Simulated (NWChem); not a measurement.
Species: GeN2H5Cl; SMILES [NH2][GeH]([NH2])[Cl]

```xyz
9

Ge    -0.0102    -0.3611     0.3202
N     -1.4443    -1.3277    -0.2753
N      1.4510    -1.1237    -0.4958
Cl     0.0789     1.7305    -0.3642
H     -0.1016    -0.2982     1.8680
H     -1.4899    -1.3896    -1.2989
H     -2.3536    -1.0147     0.0818
H      2.2673    -0.5018    -0.4922
H      1.7226    -2.0247    -0.0847
```
Atoms are numbered in this order, from 1.

Level: PBE-D3(BJ)/def2-SVP (NWChem), optimised geometry, unscaled harmonic frequencies. 

Q: List the harmonic frequencies with IR intensities, and the thermochemistry.

A: 
```
frequency (cm⁻¹)  IR intensity (km/mol)
----------------  ---------------------
144                                15.6
161                                 9.3
196                                11.9
211                                 3.0
316                                19.9
390                                54.3
535                               194.1
546                               199.3
668                                25.8
680                                28.3
701                                73.7
722                                37.2
881                                37.8
898                                25.1
1486                               38.5
1490                               10.4
2070                              141.2
3444                               15.4
3450                               16.2
3546                               15.9
3553                               20.6
```

```json
{
  "zero_point_energy": "37.3 kcal/mol",
  "thermal correction to the enthalpy at 298.15 K (with zero-point energy)": "42.2 kcal/mol",
  "heat capacity Cv": "23.4 cal/(mol K)",
  "entropy at 298.15 K and 1 atm (symmetry number 1)": "82.0 cal/(mol K)",
  "dipole_moment": "1.75 D"
}
```

Rigid rotor and harmonic oscillator.
